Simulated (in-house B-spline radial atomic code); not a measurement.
# Ionising W II (W+) with different functionals

Computed with a B-spline radial code for spherical atoms: scalar-relativistic (spin-free X2C) Hamiltonian, Fermi nucleus of rms radius 5.3658 fm, spin-polarised at highest spin, spherical fractional occupations for the functionals, and exact exchange of hybrids averaged over the configuration. The ionisation energy is the difference of two self-consistent energies, [Xe] 4f14 5d4 6s1 → [Xe] 4f14 5d4, without Breit or QED terms; ε is the level of the shell that loses the electron (its least bound occupied spin orbital). There is no spin-orbit coupling in this Hamiltonian.

```tsv
method	rung	ΔSCF (eV)	-ε(6s) (eV)
PBE0	global hybrid	16.18	13.68
B3LYP	global hybrid	16.23	13.47
TPSSh	global hybrid	16.17	13.18
M06-2X	global hybrid	15.97	14.70
BHandHLYP	global hybrid	15.71	14.10
r2SCAN0	global hybrid	16.28	13.99
B97-1	global hybrid	15.90	13.31
HSE06	range-separated hybrid	16.20	13.28
wB97X	range-separated hybrid	15.47	15.19
CAM-B3LYP	range-separated hybrid	16.03	14.67
LC-wPBE	range-separated hybrid	15.88	15.82
```

Problem. Among the functionals, which spreads more, the ΔSCF values or the orbital energies?

Solution. The orbital energies: ΔSCF values span about 0.81 eV and the orbital energies 2.64 eV.

Problem. How do they compare with the NIST value?

Solution. NIST lists 16.4 eV ± 0.15 (semi-empirical, ground level to ground level). Errors run from -0.90 to -0.09 eV; r2SCAN0 is closest (-0.09 eV), though others lie within the uncertainty of it, and part of that can be cancellation, since the calculations leave out spin-orbit coupling, Breit-QED terms, multiplet and fine-structure energies.
